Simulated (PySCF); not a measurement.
Molfile (atoms numbered from 1):
```
C3H9FSi2
     RDKit          3D

 15 15  0  0  0  0  0  0  0  0999 V2000
    2.3129   -0.7361    1.5472 F   0  0  0  0  0  0  0  0  0  0  0  0
    2.2025   -0.4342   -0.0387 Si  0  0  0  0  0  4  0  0  0  0  0  0
    0.6596    1.2504   -0.3634 Si  0  0  0  0  0  4  0  0  0  0  0  0
   -1.1167    0.6592   -0.1225 C   0  0  0  0  0  0  0  0  0  0  0  0
   -1.4399   -0.3898    0.9061 C   0  0  0  0  0  0  0  0  0  0  0  0
   -1.5362   -0.7223   -0.5448 C   0  0  0  0  0  0  0  0  0  0  0  0
    3.5820   -0.1127   -0.3919 H   0  0  0  0  0  0  0  0  0  0  0  0
    1.8847   -1.7578   -0.5727 H   0  0  0  0  0  0  0  0  0  0  0  0
    0.7648    1.7767   -1.7348 H   0  0  0  0  0  0  0  0  0  0  0  0
    0.8551    2.3938    0.5439 H   0  0  0  0  0  0  0  0  0  0  0  0
   -1.8779    1.4214   -0.2508 H   0  0  0  0  0  0  0  0  0  0  0  0
   -0.6295   -0.8211    1.4758 H   0  0  0  0  0  0  0  0  0  0  0  0
   -2.3541   -0.2882    1.4726 H   0  0  0  0  0  0  0  0  0  0  0  0
   -2.5173   -0.8474   -0.9799 H   0  0  0  0  0  0  0  0  0  0  0  0
   -0.7944   -1.3841   -0.9679 H   0  0  0  0  0  0  0  0  0  0  0  0
  1  2  1  0
  2  3  1  0
  3  4  1  0
  4  5  1  0
  5  6  1  0
  6  4  1  0
  2  7  1  0
  2  8  1  0
  3  9  1  0
  3 10  1  0
  4 11  1  0
  5 12  1  0
  5 13  1  0
  6 14  1  0
  6 15  1  0
M  END
```

Geometry: GFN2-xTB; GIAO shifts from PySCF 2.14.0 with density-fitted response routines, gas phase, non-relativistic, averaged over equivalent atoms.

At CAM-B3LYP/pcSseg-1 (161 basis functions, 21 s wall time on 1 thread of an Arm Neoverse V2, shared host):
```
  atoms  δ (ppm)
     F1   -251.9
    Si2      8.0
    Si3    -70.0
  C5/C6      3.6
     C4     -8.8
  H7/H8     5.41
 H9/H10     4.09
H13/H14     0.77
H12/H15     0.38
    H11    -0.10
```

Referencing at the same level of theory: CFCl3 for 19F (σ = 183.22 ppm); 29Si (σ = 340.86 ppm), 13C (σ = 185.10 ppm), 1H (σ = 31.78 ppm) against TMS.

Problem. Estimate the result of repeating the calculation with BLYP/pcSseg-1.

Solution. 
| atoms | δ at BLYP/pcSseg-1 | change |
| --- | --- | --- |
| F1 | -285.3 | -33.4 |
| Si2 | 2.0 | -6.0 |
| Si3 | -75.3 | -5.3 |
| C5/C6 | 5.2 | +1.6 |
| C4 | -5.9 | +2.9 |
| H7/H8 | 5.67 | +0.26 |
| H9/H10 | 4.22 | +0.13 |
| H13/H14 | 0.76 | -0.01 |
| H12/H15 | 0.41 | +0.03 |
| H11 | 0.00 | +0.10 |

δ = σ(ref) − σ, references computed at the same level: 19F (σref 138.47) vs CFCl3; 29Si (σref 318.97) and 13C (σref 178.05) and 1H (σref 31.80) vs TMS.

The largest change is at F1 (fluorine bonded to Si). Cost: 161 basis functions, 21 s wall time on 1 thread of an Arm Neoverse V2, shared host.

Unscaled 19F shifts against computed CFCl3 carry errors that often reach 10 to 50 ppm.
